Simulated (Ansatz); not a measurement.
Basis-set extrapolation for BH$_{8}$NSi$_{2}$ (PBE0-D4/def2-TZVP geometry, frozen core, the Gaussian-basis code of Ansatz). Multiplicity 1, RHF reference.

```json
{"": "HF", "def2-TZVPP": "-661.689834", "def2-QZVPP": "-661.711828"}
{"": "MP2 correlation", "def2-TZVPP": "-0.594122", "def2-QZVPP": "-0.634329"}
{"": "CCSD(T) correlation", "def2-TZVPP": "-0.676133", "def2-QZVPP": "not run"}
```

Energies in hartree. Use E(X) = E(∞) + A·exp(−7.88·√X) for Hartree–Fock and E(X) = E(∞) + B·X^(−2.97) for correlation, with X = 3 and 4, and add CCSD(T) minus MP2 of the smaller set to the MP2 limit.

Task: What is the CCSD(T) energy at the basis-set limit?

Result: HF limit: -661.711828 + (-0.021994) × 0.13774 = -661.71486. MP2 limit: -0.634329 + (-0.040207) × 0.74074 = -0.66411. Higher-order term: -0.676133 − (-0.594122) = -0.08201. Total: -662.46098 hartree, 2.59 eV below CCSD(T)/def2-TZVPP.
